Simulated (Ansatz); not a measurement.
Consider the substitution at a C–O bond: `CO[SiH2][SiH2]Cl` + `[NH2][In]([F])[F]` → `C[NH][In]([F])[F]` + `O[SiH2][SiH2]Cl`.

Gas-phase electronic energies from Ansatz, PBE0-D4/def2-TZVP geometries. CCSD(T)/CBS adds triple-zeta CCSD(T) − MP2 to the extrapolated MP2 energy (def2 sets, frozen cores). def2 core potentials past Kr. For In outer-core shells are correlated without core-valence functions, which leaves a few kJ/mol of doubt a bond. Each species was taken in one conformer, which may not be the lowest.

```tsv
species	MP2/def2-TZVPP energy (Eh)
`CO[SiH2][SiH2]Cl`	-1155.17994
`[NH2][In]([F])[F]`	-444.88296
`C[NH][In]([F])[F]`	-484.08744
`O[SiH2][SiH2]Cl`	-1115.97942
```

Problem. Work out ΔE.

Solution. ΔE = (-484.08744) + (-1115.97942) − (-1155.17994) − (-444.88296) = -0.00396 Eh = -0.11 eV. CCSD(T)/CBS gives -0.11 eV.

Largest T1 diagnostic among the species: 0.016.

Leaving LDA and LC-ωPBE aside and taking each functional with its dispersion term where it has one, the values, not all of them listed here, spread over 0.06 eV, from PBE-D4 to BHLYP-D4. LDA lies −0.04 eV from PBE without D4. In def2-TZVPP, CCSD(T) changes the Hartree–Fock value by −0.09 eV (the triples alone add −0.01 eV) and MP2 by −0.12 eV.
